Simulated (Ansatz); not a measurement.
Molecule: CH₃, net charge 0, doublet state. 
Coordinates optimised at B3LYP-D3(BJ)/def2-TZVP (Ansatz, a first-principles code):
```
C
H 1 1.0789
H 1 1.0789 2 120.00
H 1 1.0789 2 120.00 3 -180.00
```
Charge 0, spin multiplicity 2.

Atomisation energy built up term by term with Ansatz (kcal/mol; UHF references for open shells; valence terms freeze the core; atomic spin-orbit terms are left out). CBS(X,Y): correlation extrapolated as X^-3; Hartree-Fock from the larger set.

| term | basis | kcal/mol |
|---|---|---|
| Hartree-Fock | aug-cc-pVQZ | … |
| CCSD correlation | CBS(aug-cc-pVTZ,aug-cc-pVQZ) | … |
| (T) | CBS(aug-cc-pVTZ,aug-cc-pVQZ) | 1.94 |
| CCSDT - CCSD(T) | cc-pVDZ | 0.06 |
| (Q) | cc-pVDZ | 0.06 |
| core correlation | cc-pwCVTZ | 0.99 |
| scalar relativity (X2C) | cc-pVTZ-DK against cc-pVTZ | -0.17 |
| sum: De |  | … |

**Question.** What belongs in the gaps?

**Answer.** 
- Hartree-Fock, kcal/mol: 242.96
- CCSD correlation, kcal/mol: 62.17
- sum: De, kcal/mol: 308.0
